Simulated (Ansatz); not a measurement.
# How methods differ on GeCNClF (SMILES N#[C][Ge]([F])[Cl])

GeCNClF: 5 atoms, total charge 0, spin state doublet. SMILES: `N#[C][Ge]([F])[Cl]`. The coordinates come from a PBE0-D4/def2-TZVP relaxation.

Each level gives the electronic atomisation energy (eV). The values are calculated. Electronic energies at fixed atoms, without zero-point motion or spin-orbit coupling.

```tsv
level	kind	program	value (eV)
USVWN5/cc-pVDZ	LDA	Ansatz	23.27
U-revPBE/cc-pVDZ	GGA	Ansatz	19.34
UBLYP/cc-pVDZ	GGA	Ansatz	19.48
U-r2SCAN0/cc-pVDZ	hybrid meta-GGA	Ansatz	?
UB3LYP/cc-pVDZ	global hybrid	Ansatz	18.93
UBHLYP/cc-pVDZ	global hybrid	Ansatz	?
U-wB97M-V/cc-pVDZ	range-separated hybrid	Ansatz	19.38
UCCSD(T)/cc-pVDZ	coupled cluster or CI	Ansatz	17.47
```

Question: Estimate what the levels marked ? give.

Answer: As computed at these levels: U-r2SCAN0/cc-pVDZ: 18.39 eV; UBHLYP/cc-pVDZ: 17.55 eV. UCCSD(T)/cc-pVDZ is the highest level here, not the true value. All-electron rows without a relativistic Hamiltonian named are non-relativistic. The values span 17.47 to 23.27 eV. In the correlated wave-function rows the outer d shell of Ge is correlated, in sets not made for it.
